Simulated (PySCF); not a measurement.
Gas-phase reaction: BF(OH)2 + SF6 → BF3 + SF2 + 2 HOF. Level: PBE0/def2-TZVP; standard pressure 1 bar.

Computed with PySCF and rigid-rotor harmonic-oscillator thermochemistry at 1 bar. All species are closed-shell singlets. BF(OH)2: computed as isolated molecules; such fragments, hydroxides, amides, oligomers or adducts are transient or little studied in the gas. The harmonic model lacks anharmonicity and excited electronic states, which grow with temperature; levels with a mode under 35 cm⁻¹ are left out. Internal rotation in BF(OH)2 is treated as a harmonic vibration of one conformer, which makes the entropy rough.

```json
[
 {"T (K)": "1200", "1000/T (1/K)": "0.8333", "log10 K": "-9.24"},
 {"T (K)": "1400", "1000/T (1/K)": "0.7143", "log10 K": "-5.20"},
 {"T (K)": "1600", "1000/T (1/K)": "0.6250", "log10 K": "-2.20"},
 {"T (K)": "1800", "1000/T (1/K)": "0.5556", "log10 K": "0.11"},
 {"T (K)": "2000", "1000/T (1/K)": "0.5000", "log10 K": "?"},
 {"T (K)": "2500", "1000/T (1/K)": "0.4000", "log10 K": "5.18"}
]
```

Problem. Fit log10 K = a + b·(1000/T) to the five rows, get the mean ΔH° and ΔS°, and predict log10 K at 2000 K.

Solution. Means: 1000/T = 0.6256, log10 K = -2.270. Sums of products about the means: Sxy = -3.55492, Sxx = 0.106803, so b = Sxy/Sxx = -33.28 and a = -2.270 − (-33.28)×0.6256 = 18.55.
ΔH° = −R ln 10 × 1000 K × b = −19.145 × (-33.28) = 637 kJ; ΔS° = R ln 10 × a = 355 J/K. The run's own values go from 653 kJ and 367 J/K at 1200 K to 611 kJ and 344 J/K at 2500 K.
Prediction at 2000 K: 18.55 + (-33.28)×0.5000 = 1.91. The computed value is 1.94, 0.03 from the line.
For scale, ΔH°(298 K) is 675 kJ at this level, 670 kJ at ωB97M-V/def2-TZVP†, and runs from 520 to 950 kJ over the 20 levels computed († marks an energy on the PBE0/def2-TZVP geometry).
